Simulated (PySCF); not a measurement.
**Electron correlation in Al (aluminium, neutral)**

[Ne] 3s2 3d1, 2D determinant (an excited configuration). All numbers are calculated (PySCF 2.14, the non-relativistic Hamiltonian (point nucleus), in aug-cc-pV(D+d)Z (5s4p3d, 32 functions)). Frozen: [Ne]; 3 electrons correlated.

```
  level  correlation energy (mhartree)
   CCSD                         -66.53
    (T)                          -7.74
CCSD(T)                         -74.27
  CCSDT                         -76.45
    FCI                         -76.45
```

Diagnostics: T1 = 0.053, D1 = 0.1233, largest double amplitude 0.462, weight of the Hartree-Fock determinant in FCI 0.4929 (9477 determinants).

The outer electron is Rydberg-like, and this basis confines it to a smaller radius and binds it less than a complete one would. T1 exceeds 0.03, a sign that the reference determinant is poor. A double-excitation amplitude exceeds 0.15, a sign of near-degeneracy.

Cost of the coupled-cluster step: about 0.4 core-seconds, for 3 correlated electrons.

Iterations:

```
CC2 = 0
CCSD nocc = (np.int64(2), np.int64(1)), nmo = (27, 27)
frozen orbitals [[0, 1, 2, 3, 4], [0, 1, 2, 3, 4]]
max_cycle = 100
direct = 0
conv_tol = 1e-08
conv_tol_normt = 1e-06
diis_space = 8
diis_start_cycle = 0
Init t2, MP2 energy = -0.0315995493570124
Init E_corr(UCCSD) = -0.0315995493571133
cycle = 1  E_corr(UCCSD) = -0.0430095529970905  dE = -0.0114100036  norm(t1,t2) = 0.0955287
cycle = 2  E_corr(UCCSD) = -0.048286864004507  dE = -0.00527731101  norm(t1,t2) = 0.070345
cycle = 3  E_corr(UCCSD) = -0.0581211616978944  dE = -0.00983429769  norm(t1,t2) = 0.0600213
cycle = 4  E_corr(UCCSD) = -0.0646529057336722  dE = -0.00653174404  norm(t1,t2) = 0.0398767
cycle = 5  E_corr(UCCSD) = -0.0678806772551177  dE = -0.00322777152  norm(t1,t2) = 0.0111171
cycle = 6  E_corr(UCCSD) = -0.0652713881882694  dE = 0.00260928907  norm(t1,t2) = 0.00658477
cycle = 7  E_corr(UCCSD) = -0.0673618998169443  dE = -0.00209051163  norm(t1,t2) = 0.00569834
cycle = 8  E_corr(UCCSD) = -0.0665755764538171  dE = 0.000786323363  norm(t1,t2) = 0.003961
cycle = 9  E_corr(UCCSD) = -0.0665466420297458  dE = 2.89344241e-05  norm(t1,t2) = 0.000249645
cycle = 10  E_corr(UCCSD) = -0.0665375255019411  dE = 9.1165278e-06  norm(t1,t2) = 7.65276e-05
cycle = 11  E_corr(UCCSD) = -0.0665321786328287  dE = 5.34686911e-06  norm(t1,t2) = 2.91814e-05
cycle = 12  E_corr(UCCSD) = -0.0665312233391379  dE = 9.55293691e-07  norm(t1,t2) = 4.68988e-06
cycle = 13  E_corr(UCCSD) = -0.0665312259754818  dE = -2.63634395e-09  norm(t1,t2) = 4.35023e-07
UCCSD converged
E(UCCSD) = -241.7573285910904  E_corr = -0.06653122597548183
UCCSD(T) correction = -0.00773521708366158
```
